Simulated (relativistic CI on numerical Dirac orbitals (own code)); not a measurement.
## Mn II: what numerical and physical settings do to a radial Dirac CI calculation

Reference input:

```
atom Mn  Z=25  charge=1  electrons=24
nucleus A=55  rms_radius_fm=3.7057
hamiltonian dirac-coulomb  breit=on  qed=on  c_scale=1
orbitals kli  potential=per-configuration
slater_scale 1
correlation none
mixing on
grid step=0.0125 r_max=74.5
scf mixing=0.4 start=green max_iterations=150 tolerance=2e-08 node_fill=0.05
configurations
  [Ar] 3d5 4s
  [Ar] 3d6
  [Ar] 3d5 4p
end
```

Computed lowest total energy -1156.64155 Ha, first excitation 14126.1 cm⁻¹, 33 SCF steps. Runs with settings changed; * marks those that are bad on purpose:

```tsv
Changed	Outcome	Lowest level	ΔE (Ha)	First excitation (cm⁻¹)	SCF steps	Message
QED terms off	converged	3d5.4s 7S_3	-0.273	14126.1	33	
nuclear radius 4.0763 fm, Breit term off	converged	3d5.4s 7S_3	-0.408	14124.6	33	
SCF tolerance 0.0001, start potential bare, Breit term off	converged	3d5.4s 7S_3	-0.409	14124.6	44	
charge 0 *	refused				0	configuration [Ar] 3d5 4s has 24 electrons, the ion has 25
grid step 0.3 *	not converged				1	SCF of 1s2 2s2 2p6 3s2 3p6 3d5 4s stopped: an orbital could not be found
```

With so few configurations and no correlation, terms lie too far apart (by 10 to 50 % near neutrality), their order can be wrong, and levels of other configurations are missing.
